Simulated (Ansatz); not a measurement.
Stepwise reaction of `C=[CH][In]([F])[F]` with hydrogen chloride, as a gas-phase model of exchange steps in deposition or etching. ΔE in kJ/mol.

Isolated molecules relaxed with PBE0-D4/def2-TZVP in Ansatz; ΔE leaves out vibrations. CCSD(T)/CBS adds triple-zeta CCSD(T) − MP2 to the extrapolated MP2 energy (def2 sets, frozen cores). This one scheme is used for every species. DFT in def2-TZVPP. B3LYP here is the variant with VWN-RPA as its local correlation; programs differ in this. def2 core potentials past Kr. For In outer-core shells are correlated without core-valence functions, which leaves a few kJ/mol of doubt a bond. Each species was taken in one conformer, which may not be the lowest.

```csv
step,reaction,PBE-D4,B3LYP-D4,ωB97M-V,CCSD(T)/CBS
2,`C=[CH][In]([F])[Cl]` + HCl → `C=[CH][In]([Cl])[Cl]` + H–F,-52.4,-54.0,-55.7,-59.9
```

(1) Give the row of step 1, `C=[CH][In]([F])[F]` + HCl → `C=[CH][In]([F])[Cl]` + H–F. (Estimate.)

(2) By hand: ΔE of the 2 steps together at CCSD(T)/CBS.

Results:

(1) Computed: 
```csv
step,reaction,PBE-D4,B3LYP-D4,ωB97M-V,CCSD(T)/CBS
1,`C=[CH][In]([F])[F]` + HCl → `C=[CH][In]([F])[Cl]` + H–F,-53.4,-54.7,-56.8,-60.5
```

(2) (-60.5) + (-59.9) = -120.4 kJ/mol, or -60.2 kJ/mol a step.

In ΔE the steps differ by no more than 0.6 kJ/mol. All are downhill at CCSD(T)/CBS. PBE-D4 differs from CCSD(T)/CBS by 7.1 to 7.5 kJ/mol a step. Isolated molecules leave out the surface, adducts and barriers. Largest T1 diagnostic: 0.016.
